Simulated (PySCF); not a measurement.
Compound: C₆H₁₈AlP.
Bonds: C1–Al2, Al2–C3, Al2–C4, Al2–P5, P5–C6, P5–C7, P5–C8. Hydrogens: H9, H10, H11 on C1; H12, H13, H14 on C3; H15, H16, H17 on C4; H18, H19, H20 on C6; H21, H22, H23 on C7; H24, H25, H26 on C8.

Computed, not measured: PySCF 2.14.0, PBE0-D3(BJ)/def2-SVP geometry optimisation, gas phase.

Question: How far are the bound atoms from Al2?

Answer: 4 atoms: C1 1.989 Å, C4 1.989 Å, C3 1.990 Å, P5 2.485 Å. The nearest atom not counted as bound is H17, at 2.59 Å (others tie with it).

Question: List the angles at Al2.

Answer: 
```tsv
angle	degrees	distance of the outer atoms (Å)
C1–Al2–C4	117.4	3.40
C3–Al2–C4	117.1	3.39
C1–Al2–C3	117.0	3.39
C1–Al2–P5	100.4	3.45
C4–Al2–P5	99.8	3.44
C3–Al2–P5	99.2	3.42
```

Question: What is the shape at Al2?

Answer: Distorted tetrahedral: angles from 99.2° to 117.4°; τ4 = (360° − α − β)/141° = 0.89 with α and β the two widest (0 for a square, 1 for a tetrahedron).

Question: What are the other bond lengths?

Answer: P5–C6, P5–C7, P5–C8 1.827 Å; C1–H9 and 8 like bonds 1.104 Å; C6–H18 and 8 like bonds 1.100 Å.

Question: Give some angles away from the centre.

Answer: Al2–P5–C6 113.6°, Al2–P5–C7 115.2°, C6–P5–C7 104.1°.

Point group: near C3v, missed by 0.12 Å at most; the miss may be what the optimiser left on a soft mode (C3 holds within 0.08 Å). Charge 0, singlet. Not checked by PBE0-D3(BJ)/def2-SVP frequencies.

The values belong to the conformer `[CH3:1][Al-:2]([CH3:3])([CH3:4])[P+:5]([CH3:6])([CH3:7])[CH3:8]`: C1–Al2–P5–C6 179°.
